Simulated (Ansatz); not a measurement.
Mulliken charges of CH2BN3 (`NB1N=C=N1`) from ωB97M-V/def2-TZVPP in Ansatz (PBE0-D4/def2-TZVP geometry).

```csv
atom,x (Å),y (Å),z (Å),charge (e)
N1,-0.728,0.976,-0.050,-0.198
B2,0.133,-0.073,0.163,0.099
N3,0.211,-1.448,0.617,-0.117
C4,1.007,-1.728,-0.485,0.029
N5,1.501,-0.519,-0.016,-0.117
H6,-1.700,0.937,0.199,0.152
H7,-0.424,1.856,-0.428,0.152
```

Task: By hand: the dipole of these point charges (1 e Å = 4.8032 D).

Result: Σ q r = (-0.337, 0.404, -0.093) e Å, of length 0.534 e Å = 2.56 D.

Task: How does the dipole of the full density compare? (Best estimate.)

Result: The calculation gave: (-0.582, 0.808, 0.000) e Å, 4.78 D; the point charges give 0.54 times that, at 11° from its direction.

Point charges leave out the atoms' own dipoles, such as those of lone pairs, and Mulliken's split depends on the basis, so the two needn't agree.
